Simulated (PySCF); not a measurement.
**Electronic structure of S⁺ (sulfur, charge +1) at the UHF level**

Configuration: [Ne] 3s2 3p3, high-spin 4S determinant. Calculation: PySCF 2.14, in aug-cc-pV(D+d)Z (5s4p3d, 32 functions); no relativity, point nucleus.

```
Total energy                                     : -397.159772 hartree
One-electron energy                              : -542.9081 hartree
Hartree (Coulomb) energy                         : 170.5337 hartree
Exchange energy                                  : -24.7854 hartree
Kinetic energy                                   : 397.15427 hartree
⟨S²⟩                                             : 3.7508
⟨L²⟩                                             : 0.000
Sum of ⟨r⟩                                       : 12.78 bohr
Sum of ⟨r²⟩                                      : 21.00 bohr²
Density at the nucleus (Gaussians lack the cusp) : 2600 bohr⁻³
Spin density at the nucleus                      : 0.320 bohr⁻³
Langevin diamagnetic susceptibility              : -16.6 ×10⁻⁶ cm³/mol
Time after the integrals                         : 0.06 s of wall time on 1 thread of Intel(R) Xeon(R) 6975P-C (shared host)
```

| shell | electrons | mean orbital energy (hartree) | rms radius, mean of both spins (bohr) |
| --- | --- | --- | --- |
| 1s α | 1 | -92.44847 | 0.113 |
| 1s β | 1 | -92.41812 | 0.113 |
| 2s α | 1 | -9.44316 | 0.518 |
| 2s β | 1 | -9.41092 | 0.518 |
| 2p α | 3 | -7.13184 | 0.492 |
| 2p β | 3 | -7.07518 | 0.492 |
| 3s α | 1 | -1.41360 | 1.79 |
| 3s β | 1 | -1.06982 | 1.79 |
| 3p α | 3 | -0.86212 | 2.05 |
